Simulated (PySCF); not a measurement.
PySCF job for Zn(Me)(OSiH3) (CH6OSiZn), SMILES [CH3][Zn][O][SiH3], TDDFT-ωB97X/def2-SVPD. The structure is a stationary point at PBE-D3(BJ)/def2-SVP. The structure was generated by enumeration; whether it is a known compound was not checked. Other conformers were not sampled.

```python
import numpy as np
from pyscf import gto, scf, dft, tdscf

mol = gto.M(
    atom='''
    Zn   -0.41779539    0.32516746    0.61294160
    C    -1.69549142    1.35918023    1.60939167
    H    -2.12405773    0.75674864    2.43538062
    H    -2.52644512    1.69224226    0.95583765
    H    -1.21633483    2.25801855    2.04662314
    O     0.81141329   -0.67511061   -0.21693189
    Si    1.27045802   -0.99278170   -1.77575639
    H     0.15614548   -1.61037503   -2.59374512
    H     2.42634381   -1.95907338   -1.77778951
    H     1.71344029    0.25216231   -2.51486025
    ''',
    basis='def2-SVPD',
    charge=0,
    spin=0,
    max_memory=1600,
    verbose=4,
)
mf = dft.RKS(mol, xc='wb97x').density_fit(auxbasis='def2-universal-jkfit')
mf.grids.level = 3
mf.conv_tol = 1e-9
mf.max_cycle = 100
mf.kernel()
mf.grids = dft.Grids(mol).set(level=1).build(with_non0tab=True)  # coarser grid for the response kernel
td = tdscf.TDDFT(mf)
td.singlet = True
td.nstates = 10
td.conv_tol = 1e-4
td.positive_eig_threshold = 1e-6
td.kernel(x0=td.get_init_guess(mf, 15))
td.analyze()
tt = tdscf.TDA(mf)
tt.singlet = False
tt.nstates = 4
tt.conv_tol = 1e-4
tt.positive_eig_threshold = 1e-6
tt.kernel(x0=tt.get_init_guess(mf, 9))
tt.analyze(verbose=3)
```

Log of the run:

```
PySCF version 2.14.0

[INPUT] verbose = 4
[INPUT] num. atoms = 10
[INPUT] num. electrons = 64
[INPUT] charge = 0
[INPUT] spin (= nelec alpha-beta = 2S) = 0
[INPUT] symmetry False subgroup None
[INPUT] Mole.unit = angstrom
[INPUT] Symbol           X                Y                Z      unit          X                Y                Z       unit  Magmom
[INPUT]  1 Zn    -0.417795390000   0.325167460000   0.612941600000 AA   -0.789518863206   0.614477444020   1.158291754353 Bohr   0.0
[INPUT]  2 C     -1.695491420000   1.359180230000   1.609391670000 AA   -3.204014430350   2.568478388623   3.041309483456 Bohr   0.0
[INPUT]  3 H     -2.124057730000   0.756748640000   2.435380620000 AA   -4.013887382465   1.430047674737   4.602202380873 Bohr   0.0
[INPUT]  4 H     -2.526445120000   1.692242260000   0.955837650000 AA   -4.774289345544   3.197874407815   1.806271378048 Bohr   0.0
[INPUT]  5 H     -1.216334830000   2.258018550000   2.046623140000 AA   -2.298539704469   4.267036643688   3.867557214797 Bohr   0.0
[INPUT]  6 O      0.811413290000  -0.675110610000  -0.216931890000 AA    1.533348891932  -1.275774156688  -0.409941859784 Bohr   0.0
[INPUT]  7 Si     1.270458020000  -0.992781700000  -1.775756390000 AA    2.400817710557  -1.876085514480  -3.355693241046 Bohr   0.0
[INPUT]  8 H      0.156145480000  -1.610375030000  -2.593745120000 AA    0.295072192789  -3.043167764538  -4.901467913727 Bohr   0.0
[INPUT]  9 H      2.426343810000  -1.959073380000  -1.777789510000 AA    4.585125284934  -3.702112146126  -3.359535281025 Bohr   0.0
[INPUT] 10 H      1.713440290000   0.252162310000  -2.514860250000 AA    3.237932878895   0.476517704838  -4.752397114055 Bohr   0.0

nuclear repulsion = 311.1531291461
number of shells = 63
number of NR pGTOs = 241
number of NR cGTOs = 149
basis = def2-SVPD
ecp = {}


******** <class 'pyscf.df.df_jk.DFRKS'> ********
method = DFRKS
initial guess = minao
damping factor = 0
level_shift factor = 0
DIIS = <class 'pyscf.scf.diis.CDIIS'>
diis_start_cycle = 1
diis_space = 8
diis_damp = 0
SCF conv_tol = 1e-09
SCF conv_tol_grad = None
SCF max_cycles = 100
direct_scf = False
XC library pyscf.dft.libxc version 7.1.2
    S. Lehtola, C. Steigemann, M. J. T. Oliveira, and M. A. L. Marques,  SoftwareX 7, 1–5 (2018)
XC functionals = wb97x
    J.-D. Chai and M. Head-Gordon,  J. Chem. Phys. 128, 084106 (2008)
radial grids:
    Treutler-Ahlrichs [JCP 102, 346 (1995); DOI:10.1063/1.469408] (M4) radial grids

becke partition: Becke, JCP 88, 2547 (1988); DOI:10.1063/1.454033
pruning grids: <function nwchem_prune>
grids dens level: 3
symmetrized grids: False
atomic radii adjust function: <function treutler_atomic_radii_adjust>
small_rho_cutoff = 0
Set gradient conv threshold to 3.16228e-05
Initial guess from minao.
tot grids = 126872
******** <class 'pyscf.df.df.DF'> ********
auxbasis = def2-universal-jkfit
Create RSH-DF object <pyscf.df.df.DF object> for omega=0.3
******** <class 'pyscf.df.df.DF'> ********
auxbasis = auxmol.basis = def2-universal-jkfit
init E= -2184.97671437784
  HOMO = -0.357547565497019  LUMO = -0.0542182941490168  gap/eV = 8.25401
cycle= 1 E= -2185.3103228886  delta_E= -0.334  |g|= 0.92  |ddm|= 3.41
  HOMO = -0.214330879595417  LUMO = 0.0416334332844475  gap/eV = 6.96514
cycle= 2 E= -2185.16634440909  delta_E= 0.144  |g|= 1.31  |ddm|= 2.04
  HOMO = -0.390226238668202  LUMO = 0.0338814283344009  gap/eV = 11.54056
cycle= 3 E= -2185.47034635075  delta_E= -0.304  |g|= 0.0708  |ddm|= 1.06
  HOMO = -0.379486953660105  LUMO = 0.0419995485141156  gap/eV = 11.46923
cycle= 4 E= -2185.47133611676  delta_E= -0.00099  |g|= 0.0641  |ddm|= 0.187
  HOMO = -0.384717416839215  LUMO = 0.0422377393179758  gap/eV = 11.61804
cycle= 5 E= -2185.47197808084  delta_E= -0.000642  |g|= 0.00846  |ddm|= 0.0788
  HOMO = -0.385727748675652  LUMO = 0.0424408696496199  gap/eV = 11.65106
cycle= 6 E= -2185.47200929732  delta_E= -3.12e-05  |g|= 0.00257  |ddm|= 0.0251
  HOMO = -0.385667297015967  LUMO = 0.0423521394813591  gap/eV = 11.64700
cycle= 7 E= -2185.4720131261  delta_E= -3.83e-06  |g|= 0.00108  |ddm|= 0.00944
  HOMO = -0.385582615707709  LUMO = 0.0424382160916421  gap/eV = 11.64704
cycle= 8 E= -2185.47201362958  delta_E= -5.03e-07  |g|= 0.000241  |ddm|= 0.00273
  HOMO = -0.385599839561024  LUMO = 0.0424333440914539  gap/eV = 11.64738
cycle= 9 E= -2185.47201367116  delta_E= -4.16e-08  |g|= 5.13e-05  |ddm|= 0.00107
  HOMO = -0.385605777125809  LUMO = 0.0424312536252103  gap/eV = 11.64748
cycle= 10 E= -2185.47201367263  delta_E= -1.47e-09  |g|= 1.26e-05  |ddm|= 0.000172
  HOMO = -0.385607746336589  LUMO = 0.0424308484763536  gap/eV = 11.64752
cycle= 11 E= -2185.47201367273  delta_E= -1.01e-10  |g|= 8.56e-06  |ddm|= 4.67e-05
  HOMO = -0.385606120235656  LUMO = 0.0424309339850781  gap/eV = 11.64748
Extra cycle  E= -2185.47201367273  delta_E= 5e-12  |g|= 1.1e-05  |ddm|= 1.62e-05
converged SCF energy = -2185.47201367273
tot grids = 39048
Overwritten attributes  positive_eig_threshold  of <class 'pyscf.tdscf.rks.TDDFT'>


******** <class 'pyscf.tdscf.rks.TDDFT'> for <class 'pyscf.df.df_jk.DFRKS'> ********
nstates = 10 singlet
deg_eia_thresh = 1.000e-03
wfnsym = None
conv_tol = 0.0001
eigh lindep = 1e-12
eigh level_shift = 0
eigh max_cycle = 100


Excitation energies (eV)
[6.52473984 6.84048325 7.46478053 7.47576558 7.56886516 7.57698902
 7.74620165 8.08760014 8.1508788  8.3099256 ]

** Singlet excitation energies and oscillator strengths **
Excited State   1:      6.52474 eV    190.02 nm  f=0.0058
      28 -> 33        0.11128
      32 -> 33        0.64753
      32 -> 36       -0.20545
Excited State   2:      6.84048 eV    181.25 nm  f=0.0296
      29 -> 33        0.12051
      30 -> 33       -0.10504
      31 -> 33        0.62018
      31 -> 36       -0.20467
Excited State   3:      7.46478 eV    166.09 nm  f=0.1509
      30 -> 33        0.55942
      31 -> 33        0.10504
      31 -> 34       -0.15031
      31 -> 36        0.12741
      32 -> 35        0.28526
Excited State   4:      7.47577 eV    165.85 nm  f=0.0056
      28 -> 34        0.18076
      32 -> 34        0.63740
      32 -> 41        0.11039
Excited State   5:      7.56887 eV    163.81 nm  f=0.0462
      29 -> 35       -0.13962
      30 -> 35       -0.26525
      31 -> 35       -0.60570
Excited State   6:      7.57699 eV    163.63 nm  f=0.1350
      29 -> 34       -0.12780
      30 -> 33       -0.25090
      30 -> 34       -0.23329
      30 -> 36       -0.10297
      31 -> 34       -0.52469
      32 -> 35        0.18457
Excited State   7:      7.74620 eV    160.06 nm  f=0.1651
      28 -> 35        0.12957
      30 -> 33       -0.18270
      30 -> 34        0.29708
      31 -> 34        0.18222
      32 -> 35        0.52966
Excited State   8:      8.08760 eV    153.30 nm  f=0.0283
      29 -> 35        0.17958
      30 -> 35       -0.61216
      31 -> 35        0.21422
Excited State   9:      8.15088 eV    152.11 nm  f=0.0596
      29 -> 34       -0.14571
      30 -> 34        0.53459
      31 -> 33        0.11220
      31 -> 34       -0.29021
      31 -> 36        0.11643
      32 -> 35       -0.15430
Excited State  10:      8.30993 eV    149.20 nm  f=0.0003
      28 -> 33        0.34529
      28 -> 36       -0.14088
      32 -> 36        0.46394
      32 -> 37       -0.11008
      32 -> 40       -0.28569

** Transition electric dipole moments (AU) **
state          X           Y           Z        Dip. S.      Osc.
  1         0.1232      0.1457      0.0072      0.0365      0.0058
  2         0.3143     -0.2596     -0.1021      0.1766      0.0296
  3         0.4591     -0.3846     -0.6829      0.8251      0.1509
  4         0.1454      0.0749     -0.0620      0.0306      0.0056
  5        -0.4209     -0.2667      0.0330      0.2494      0.0462
  6        -0.5863      0.5937      0.1766      0.7275      0.1350
  7        -0.1841      0.1185      0.9067      0.8700      0.1651
  8        -0.2229     -0.3024     -0.0417      0.1429      0.0283
  9         0.3471     -0.2505     -0.3396      0.2986      0.0596
 10         0.0274      0.0285      0.0021      0.0016      0.0003

** Transition velocity dipole moments (imaginary part, AU) **
state          X           Y           Z        Dip. S.      Osc.
  1         0.0272      0.0324      0.0014      0.0018      0.0050
  2         0.0772     -0.0640     -0.0244      0.0107      0.0282
  3         0.1278     -0.1080     -0.1870      0.0630      0.1530
  4         0.0427      0.0227     -0.0162      0.0026      0.0063
  5        -0.1168     -0.0725      0.0094      0.0190      0.0455
  6        -0.1667      0.1670      0.0520      0.0584      0.1398
  7        -0.0520      0.0320      0.2606      0.0717      0.1678
  8        -0.0638     -0.0872     -0.0122      0.0118      0.0265
  9         0.1013     -0.0734     -0.1091      0.0275      0.0613
 10         0.0106      0.0114      0.0007      0.0002      0.0005

** Transition magnetic dipole moments (imaginary part, AU) **
state          X           Y           Z
  1         0.5468     -0.4734      0.3347
  2        -0.5637     -0.6689     -0.0317
  3         0.5211      0.6563      0.0591
  4         0.1975     -0.0565     -0.4251
  5        -0.2237      0.3058     -0.4115
  6         0.3717      0.3474      0.0756
  7         0.0477      0.0652     -0.0026
  8        -0.6774      0.4903     -0.9910
  9        -1.0161     -1.2798      0.0022
 10        -0.6252      0.5520     -0.3946
Overwritten attributes  positive_eig_threshold  of <class 'pyscf.tdscf.rks.TDA'>


******** <class 'pyscf.tdscf.rks.TDA'> for <class 'pyscf.df.df_jk.DFRKS'> ********
nstates = 4 triplet
deg_eia_thresh = 1.000e-03
wfnsym = None
conv_tol = 0.0001
eigh lindep = 1e-12
eigh level_shift = 0
eigh max_cycle = 100


Excitation energies (eV)
[6.27971639 6.33982798 6.78601552 7.27589991]

** Triplet excitation energies and oscillator strengths **
Excited State   1:      6.27972 eV    197.44 nm  f=0.0000
Excited State   2:      6.33983 eV    195.56 nm  f=0.0000
Excited State   3:      6.78602 eV    182.71 nm  f=0.0000
Excited State   4:      7.27590 eV    170.40 nm  f=0.0000
```

Self-consistency was reached.

Cost: around 8 core-minutes (rough).
